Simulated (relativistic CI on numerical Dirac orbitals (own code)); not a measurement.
# Sensitivity of the levels of La¹⁴⁺ to α and to the nuclear radius

Computed by Dirac-Coulomb-Breit CI, KLI orbitals optimised for each configuration, derivatives by finite differences, unscaled Slater integrals, QED left out (own radial code, finite nucleus).

Configuration list (outside the closed core [Ar] 3d10): 4s2 4p6 4d7, 4s2 4p5 4d8, 4s2 4p6 4d6 4f, 4s2 4p4 4d9, 4s 4p6 4d8, 4s2 4p6 4d6 5s, 4p6 4d9, 4s2 4p6 4d5 5s2. Levels of other configurations are missing.

With x = (α/α₀)² − 1 an excitation energy changes as ω = ω₀ + qx; K = 2q/ω₀ is the relative enhancement. Terms are leading LS components, so labels can repeat. The field-shift factor is F = δν/δ⟨r²⟩ for the transition from the lowest level.

Lowest level 4s2 4p6 4d7 4F_9/2.

| Level | ω₀ (cm⁻¹) | q (cm⁻¹) | F (GHz/fm²) |
| --- | --- | --- | --- |
| 4s2 4p6 4d7 4F_7/2 | 20802 | 23750 | 0.326 |
| 4s2 4p6 4d7 2P_3/2 | 22041 | 645.8 | -0.109 |
| 4s2 4p6 4d7 4F_5/2 | 23774 | 12420 | 0.175 |
| 4s2 4p6 4d7 4F_3/2 | 35800 | 25590 | 0.338 |
| 4s2 4p6 4d7 4P_5/2 | 39714 | 22370 | 0.381 |
| 4s2 4p6 4d7 2G_9/2 | 42671 | 18710 | 0.31 |
| 4s2 4p6 4d7 4P_1/2 | 46345 | 22630 | 0.239 |
| 4s2 4p6 4d7 2G_7/2 | 57833 | 29490 | 0.447 |
| 4s2 4p6 4d7 2H_11/2 | 57931 | 21390 | 0.445 |
| 4s2 4p6 4d7 4P_3/2 | 64101 | 44070 | 0.581 |
| 4s2 4p6 4d7 2D_5/2 | 64669 | 39360 | 0.525 |
| 4s2 4p6 4d7 2P_1/2 | 73661 | 48150 | 0.481 |
| 4s2 4p6 4d7 2H_9/2 | 79600 | 46240 | 0.763 |
| 4s2 4p6 4d7 2F_5/2 | 79628 | 19100 | 0.376 |
| 4s2 4p6 4d7 2D_3/2 | 91682 | 52570 | 0.698 |
| 4s2 4p6 4d7 2F_7/2 | 93478 | 38550 | 0.614 |
| 4s2 4p6 4d7 2D_3/2 | 121810 | 40470 | 0.732 |
| 4s2 4p6 4d7 2D_5/2 | 132118 | 43540 | 0.833 |
| 4s2 4p5 4d8 4G°_11/2 | 768400 | 35810 | 3.55 |
| 4s2 4p5 4d8 4F°_9/2 | 775268 | 33370 | 3.85 |
| 4s2 4p5 4d8 2D°_5/2 | 778422 | 33480 | 3.67 |
| 4s2 4p5 4d8 2S°_1/2 | 784160 | 33200 | 3.82 |
| 4s2 4p5 4d8 4D°_7/2 | 786182 | 38210 | 4.15 |

At this charge energies of transitions that change n are usually good to better than 1 %, and those within a shell (Δn = 0) to a few per cent. Terms inside the open d or f shell come out 10 to 20 % too wide with unscaled integrals. Levels and lines within the n = 5 or 6 shells can be off by up to 10 % or somewhat more, and those that change n by about 2 %, since core polarisation is missing.

Q: Which transition from the lowest level has the largest |K|?

A: 4s2 4p6 4d7 4F_7/2 at 20802 cm⁻¹, K = 2.28.
